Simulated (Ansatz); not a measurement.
Reactions of `CC(C)(C#N)C#N`.

Calculated with Ansatz (gas phase, PBE0-D4/def2-TZVP geometries, no zero-point term in ΔE). CCSD(T)/CBS is the MP2 limit (def2-TZVPP, def2-QZVPP) plus CCSD(T) − MP2 in def2-TZVPP, frozen cores. This one scheme is used for every species, atoms too. DFT in def2-TZVPP. No spin–orbit coupling; open shells (•) take unrestricted orbitals. Spin–orbit coupling would lower the free atoms: a little for C. For Ga outer-core shells are correlated without core-valence functions, so the limit isn't a true one: a few kJ/mol of doubt a bond, and 10 to 20 or more in all where bonds break to atoms. Scalar relativity is left out up to krypton. One conformer a species, not always the lowest.

| reaction | ωB97X-V (kJ/mol) | CCSD/CBS(def2) (kJ/mol) | CCSD(T)/CBS(def2) (kJ/mol) |
| --- | --- | --- | --- |
| `CC(C)(C#N)C#N` + H₂ → `CC(C)C#N` + `C#N` | -55 | -60 | -54 |
| `CC(C)(C#N)C#N` → 5 C• + 6 H• + 2 N• | 5846 | 5705 | 5823 |
| `CC(C)(C#N)C#N` + `C#N` → `CC(C#N)(C#N)C#N` + CH₄ | 30 | 33 | 31 |
| `CC(C)(C#N)C#N` + CH₃OH → `COC(C)(C)C#N` + `C#N` | 25 | 29 | 28 |
| `CC(C)(C#N)C#N` + `[F][GaH][F]` → `N#[C][Ga]([F])[F]` + `CC(C)C#N` | -49 | -53 | -51 |
| `CC(C)(C#N)C#N` + `OCO` → `N#COCO` + `CC(C)C#N` | 44 | 57 | 57 |

Largest T1 diagnostic: 0.015, for `N#[C][Ga]([F])[F]`.
